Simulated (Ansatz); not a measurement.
The cluster Be₁₁⁻. The state is a doublet with charge -1. Geometry r2SCAN/def2-SVPD, basis def2-TZVPD, Ansatz.

```xyz
11

Be   -1.663   -0.693   -1.629
Be    0.055   -1.193   -0.366
Be    1.426    0.621    1.368
Be   -0.678    1.068    1.198
Be    0.554    1.609   -0.377
Be    1.757   -1.342    1.005
Be   -0.215   -0.904    1.697
Be   -1.508    1.157   -0.823
Be   -1.886   -0.520    0.437
Be    1.911   -0.025   -0.604
Be    0.246    0.222   -1.906
```

```json
{"run": "A", "HOMO (eV)": "-0.35", "LUMO (eV)": "0.30"}
{"run": "B", "HOMO (eV)": "-0.32", "LUMO (eV)": "0.09"}
{"run": "C", "HOMO (eV)": "-1.50", "LUMO (eV)": "1.45"}
{"run": "D", "HOMO (eV)": "-2.52", "LUMO (eV)": "1.90"}
{"run": "E", "HOMO (eV)": "-0.79", "LUMO (eV)": "0.61"}
{"run": "F", "HOMO (eV)": "-0.97", "LUMO (eV)": "0.73"}
```

B3LYP takes the VWN-RPA correlation. The structure comes from a short search, and lower isomers may exist.

HOMO and LUMO are taken over both spins.

Problem. The runs used B3LYP, BHLYP, PBE, PBE0, r2SCAN, ωB97M-V. Estimate which is which.

Solution. A r2SCAN (0 % exact exchange); B PBE (0 % exact exchange); C BHLYP (50 % exact exchange); D ωB97M-V (range-separated); E B3LYP (20 % exact exchange); F PBE0 (25 % exact exchange). Exact exchange lowers occupied and raises empty levels; among semilocal functionals meta-GGAs tend to open the gap a little, and such runs are hard to tell apart. The gap grows from 0.41 eV (PBE) to 4.43 eV (ωB97M-V).
